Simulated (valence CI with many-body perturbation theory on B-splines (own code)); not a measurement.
# I V: key properties

Calculated by relativistic CI+MBPT: three valence electrons over a frozen Dirac-Fock core [Kr] 4d10, a basis of 11 s, 11 p, 9 d, 7 f, 5 g, 2 h, 1 i functions for each j, with the one-electron correlation potential Σ1 (screened to all orders), the two-electron term Σ2, the three-electron term Σ3, Breit, model QED; selected single and double excitations, second order for the rest, scaled by the run's own slope (own B-spline code, finite nucleus).

No measured levels were compared; by estimate levels hold to about 250 cm⁻¹ or 0.2 % of their energy and the worst to 1 %, as in measured heavy ions of charge 2 to 7; those with d or f electrons hold less well. Core correlation moves these levels by up to 11000 cm⁻¹, and in measured spectra 5 to 20 % of such shifts remained as error; rates that hang on mixing are uncertain with them.

Names give the largest LS component (configuration and term), which can be under half, so a name can repeat, a term be missing and a line seem to break the LS rules; names also repeat where a configuration has a term twice.

Rates and lifetimes use the calculated energies. Strong lines usually hold to 10 to 20 %, long lifetimes can be off by a factor of two.

**Question.** What is the ground level?

**Answer.** 5s2 5p 2P°_1/2, composition 98 % 5s2 5p 2P°, g = 0.666.

**Question.** How is the term 2P° of the ground level split?

**Answer.** J = 1/2 at 0.0, J = 3/2 at 12231 cm⁻¹.

**Question.** Among levels below 291130 cm⁻¹, which E1 lines absorb most strongly from the ground level?

**Answer.** to 5s2 5d 2D_3/2 at 64.71 nm, f = 1.21; to 5s 5p2 2P_1/2 at 79.39 nm, f = 0.602; to 5s 5p2 2P_3/2 at 71.51 nm, f = 0.383.

**Question.** How well does LS coupling describe the low levels?

**Answer.** Among the lowest 20 levels the leading LS term, summed over configurations, holds 90 % on average. For single configurations the figures are 83 % in LS and 80 % in jj coupling. Terms mix most in the J = 3/2 level at 204470 cm⁻¹, where the leading one holds 56 %.

**Question.** What are the static dipole polarisabilities of the lowest levels?

**Answer.** 5s2 5p 2P°_1/2 7.51; 5s2 5p 2P°_3/2 7.85 (tensor 0.21) bohr³, of which the core gives 1.03.

**Question.** What is the ionisation energy?

**Answer.** 51.463 eV; NIST lists 51.52 ± 0.04 eV (measured).

**Question.** Name the longest-lived excited levels whose lifetime is computed, and their main decay.

**Answer.** 5s2 5p 2P°_3/2 at 12231 cm⁻¹ lives 60.2 ms, mostly by M1 to 5s2 5p 2P°_1/2. The lifetime of 5s 5p 5d 4F°_9/2 is too uncertain to give, and may be longer.
